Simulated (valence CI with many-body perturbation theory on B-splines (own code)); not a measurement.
Which ion has this spectrum?

A relativistic CI+MBPT calculation for an atom or ion with 14 electrons gives these levels (eV):

```
J  Parity       E     g
0    even    0.00      
1    even  198.79  1.49
2    even  206.99  1.17
2     odd  338.97  1.55
1     odd  363.80  1.03
2     odd  389.30  0.76
2    even  411.83  1.31
1     odd  425.65  0.88
0    even  429.58      
2     odd  452.31  1.30
3     odd  453.19  1.11
1    even  532.82  0.42
2     odd  533.08  1.51
2    even  538.85  1.15
```

The energies are calculated, and their last digits are not significant.

(1) Which is it?
A. Er54+
B. Tm55+
C. Gd50+
D. Dy52+

Answers

(1) D. Dy52+, ground level (3s^2 3p1/2^2) J=0.
